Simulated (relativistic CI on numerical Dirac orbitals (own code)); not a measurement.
Exchange splitting of the 4s photoelectron line of Tc⁺

Problem. Tc⁺ ([Kr] 4d6) has the spin S = 2. The exchange integral with a hole in 4s, calculated from Dirac-KLI orbitals and scaled by 0.8, is G^2(4s,4d) = 6.191 eV, with l = 2 the orbital momentum of the open shell. Find the splitting and the intensity ratio of the 4s line.

Working.
1. The electron left in 4s couples its spin to S, giving S + ½ = 5/2 and S − ½ = 3/2.
2. Van Vleck's theorem gives ΔE = (2S + 1) G^l/(2l + 1) = 5 × 6.191/5 = 6.19 eV, with the high-spin state at lower binding energy.
3. The intensities follow the multiplicities, (2S + 2) : 2S = (S + 1) : S = 1.50.

Check. The full multiplet calculation with spin-orbit coupling puts the centres of the two groups of its strongest lines 6.16 eV apart. Measured splittings are much smaller, often about half, when hole and open shell share n, because correlation inside the n = 4 shell lowers the low-spin state; the low-spin line also loses weight to satellites, so measured ratios exceed (S + 1)/S. The splitting still grows with S and serves to read the spin state.
